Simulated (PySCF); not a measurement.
thionyl fluoride anion (F₂OS), SMILES O=S(F)F (connectivity only; charge and spin as stated), charge -1, multiplicity 2.

The structure is a stationary point at ωB97X-D3(BJ)/def2-SVPD. The multiplicity is an assumed one; other spin states were not compared.

These are PBE/def2-TZVPD (PySCF) values and carry that method's errors.

Isolated molecule, no solvent. A positive occupied level means that this level leaves the electron formally unbound; only the finite basis holds it.

Computed frontier levels, dipole moment and polarisability:
- α spin, highest occupied and lowest empty level = 0.28 and 3.86 eV
- β spin, highest occupied and lowest empty level = -1.70 and 1.47 eV
- dipole moment about the centre of nuclear charge = 0.111 e·Å
- mean static polarisability = 44.7 bohr³ (6.62 Å³)
- polarisability, principal values = 33.0, 42.9, 58.2 bohr³
- ⟨S²⟩ = 0.753 (pure state 0.75)
